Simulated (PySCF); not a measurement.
Compound: C5H6BNO2S.
SMILES with atom numbers: `[OH:1][B:2]([OH:3])[c:4]1[cH:5][cH:6][c:7]([SH:8])[cH:9][n:10]1`

Structure used (PBE0-D3(BJ)/def2-SVP), in Å, numbered top down from 1:
```
atom  x, y, z in Å
O1    -3.1821   -0.2606    0.2843
B2    -2.1961   -0.1237   -0.6545
O3    -2.5487   -0.0193   -1.9547
C4    -0.6690   -0.0555   -0.2516
C5    -0.2636    0.3413    1.0307
C6     1.0868    0.4060    1.3532
C7     2.0230    0.0622    0.3753
S8     3.7375    0.1346    0.7573
C9     1.5297   -0.3255   -0.8843
N10    0.2459   -0.3765   -1.1834
H11   -2.8451   -0.4266    1.1688
H12   -3.5035   -0.0880   -2.0639
H13   -1.0045    0.6235    1.7849
H14    1.4104    0.7228    2.3480
H15    4.1747   -0.2490   -0.4606
H16    2.2334   -0.6024   -1.6807
```

NICS is the negative of the GIAO shielding at a point without a nucleus: at the ring centre (0) and 1 Å above and below it (1); zz is the component along the ring normal. Level: GIAO PBE0/pcSseg-1 (PySCF, non-relativistic, gas phase) on the PBE0-D3(BJ)/def2-SVP geometry, one conformer.

Ring bond lengths (Å), with Mayer bond orders in brackets: C4–C5 1.402 (1.36), C5–C6 1.390 (1.48), C6–C7 1.397 (1.36), C7–C9 1.407 (1.28), C9–N10 1.319 (1.56), N10–C4 1.345 (1.34).

Problem. Give the NICS values of each ring in ppm.

Solution. 
```
              ring                                               type  NICS(0)  NICS(1), two faces  NICS(1)zz, two faces  rms pucker (Å)  centre to ring atoms, mean (Å)
C4–C5–C6–C7–C9–N10  6-membered ring with N; formal bonds all aromatic     -6.5       -10.4 / -10.5         -25.1 / -25.4            0.00                            1.38
```

Problem. What can be read from them?

Solution. 
- C4–C5–C6–C7–C9–N10: mean NICS(1)zz -25.2 ppm, shielded. The ring is flat and has no four-coordinate atom; by the NICS criterion it is aromatic.

Problem. What does the geometric index give? HOMA takes Krygowski's 1993 parameters.

Solution. 
- C4–C5–C6–C7–C9–N10: HOMA 0.97; the largest term is that of C7–C9, α(R − Ropt)² = 0.10. The geometric and the magnetic index point the same way.

Problem. At the first NICS(1) probe listed for ring C4–C5–C6–C7–C9–N10, 1 Å off the ring, how large is the induced field along the normal in 11.7 T applied along it?

Solution. NICSzz × B0 = -25.1 ppm × 11.7 T = -294 μT, against the applied field.

Problem. List the ring angles and the Hirshfeld charges of the ring atoms.

Solution. 
- C4–C5–C6–C7–C9–N10: C4 120.3° (-0.027 e), C5 120.4° (-0.051 e), C6 118.5° (-0.047 e), C7 117.4° (-0.018 e), C9 123.7° (+0.006 e), N10 119.7° (-0.143 e); sum 720.0° against 720° for a flat convex ring.

Problem. What are the shieldings of the ring atoms and their hydrogens in the same run (means over atoms taken as equivalent)?

Solution. 
| atoms | environment | σ isotropic (ppm) | principal values of the symmetric part, first atom (ppm) |
| --- | --- | --- | --- |
| C4 | substituted aromatic carbon | 27.7 | -70.8, -7.7, 161.5 |
| C5 | aromatic CH carbon | 53.1 | -67.4, 53.1, 173.5 |
| C6 | aromatic CH carbon | 49.4 | -59.1, 36.7, 170.5 |
| C7 | substituted aromatic carbon | 43.6 | -51.7, 26.7, 155.7 |
| C9 | aromatic CH next to a ring nitrogen | 31.8 | -69.8, 44.6, 120.5 |
| N10 | pyridine-type nitrogen | -124.0 | -475.8, -188.0, 291.9 |
| H13 | aromatic hydrogen | 24.08 | 20.6, 22.3, 29.4 |
| H14 | aromatic hydrogen | 23.83 | 19.6, 23.0, 28.9 |
| H16 | aromatic hydrogen | 22.68 | 17.9, 21.7, 28.4 |

Problem. How do the values depend on the level or the medium?

Solution. 
| level | NICS(0), C4–C5–C6–C7–C9–N10 | mean NICS(1)zz, C4–C5–C6–C7–C9–N10 |
| --- | --- | --- |
| PBE0/pcSseg-1, gas | -6.5 | -25.2 |
| PBE0/pcSseg-1, IEF-PCM acetone | -6.3 | -25.1 |
| PBE0/pcSseg-1, IEF-PCM cyclohexane | -6.4 | -25.2 |

The geometry is the same throughout; the continuum's cavity takes Bondi-type radii × 1.2.
